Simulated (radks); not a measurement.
Results of a calculation; reference values are marked as such.
Excited configurations of As: one electron is placed in a higher orbital outside [Ar] 3d10 4s2 4p2. The ground configuration is [Ar] 3d10 4s2 4p3. Code: a radial shooting solver on a logarithmic mesh with Libxc functionals. Model: Dirac Kohn-Sham, PBE, spin-unpolarised, spherical densities, finite nucleus; open shells fill j = l - 1/2 first; Fermi nuclear charge, rms radius 4.0968 fm. Excitation = E - E(ground); binding = E(ion) - E, where the ion is the core of charge +1; n* = 1/sqrt(2 binding) in atomic units, and the quantum defect is n - n*.

outer orbital	excitation (eV)	binding (eV)	quantum defect	eigenvalue (eV)
5s1/2	5.523	3.456	3.016	-1.921
5p1/2	6.658	2.322	2.579	-1.238
5d3/2	7.802	1.178	1.601	-0.630
5f5/2	8.350	0.630	0.352	-0.366
6s1/2	7.315	1.665	3.141	-1.008
6p1/2	7.710	1.269	2.726	-0.753
6d3/2	8.217	0.762	1.775	-0.462
6f5/2	8.524	0.455	0.533	-0.286
7s1/2	8.004	0.976	3.266	-0.624
7p1/2	8.182	0.798	2.870	-0.506
7d3/2	8.450	0.529	1.930	-0.341

The Delta-SCF ionisation energy is 8.979 eV (NIST Atomic Spectra Database: 9.789 eV, measured). Self-interaction in the functional shifts the binding energies and quantum defects, so they are the method's values and not measured ones. Spin polarisation and multiplet splitting are left out, so open shells lie too high by an amount that depends on their filling.

Beside tabulated values, note that spin-unpolarised runs miss the spin-polarisation part of the exchange energy of open shells.
